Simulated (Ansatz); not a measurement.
Reaction (SMILES): COB(I)I + H+ -> C[OH+]B(I)I
Structures are relaxed separately at B3LYP-D3(BJ)/def2-TZVP in Ansatz (an electronic-structure program), one conformer each, not searched for the lowest.

Wanted: proton affinity (electronic energy difference), positive where the reaction releases energy, in kcal/mol. Cores are frozen in the correlated levels unless marked. Spin-orbit coupling is left out. Frozen are the shells of the preceding noble gas and the d and f shells that filled before the atom's block. In def2 rows, elements after Kr have scalar-relativistic effective core potentials. Basis-set limits of correlation are two-point, X^-3; Hartree-Fock from the larger set.

| level | program | proton affinity (kcal/mol) |
|---|---|---|
| r2SCAN-D3(BJ)/def2-TZVPD | Ansatz + dftd3 | 181.1 |
| r2SCAN-D4/def2-TZVPD | Ansatz + dftd4 | 180.9 |
| PBE0/def2-SVP | Ansatz | 179.4 |
| BHLYP/def2-TZVPD | Ansatz | 180.9 |
| r2SCANh/def2-TZVPD | Ansatz | 180.7 |
| r2SCAN0/def2-TZVPD | Ansatz | 180.4 |
| HSE06-D3(BJ)/def2-TZVPD | Ansatz + dftd3 | 181.6 |
| HSE06/def2-TZVPD | Ansatz | 181.1 |
| CAM-B3LYP-D4/def2-TZVPD | Ansatz + dftd4 | ___ |
| LC-wPBE/def2-TZVPD | Ansatz | ___ |
| RPA@PBE/def2-TZVPP | Ansatz | 188.1 |
| CCSD(T)/CBS(def2-TZVPP,def2-QZVPP) | Ansatz | ___ |

**Question.** Fill in the missing entries.

**Answer.** 
- CAM-B3LYP-D4/def2-TZVPD, proton affinity (kcal/mol): 179.0
- LC-wPBE/def2-TZVPD, proton affinity (kcal/mol): 180.8
- CCSD(T)/CBS(def2-TZVPP,def2-QZVPP), proton affinity (kcal/mol): 181.0
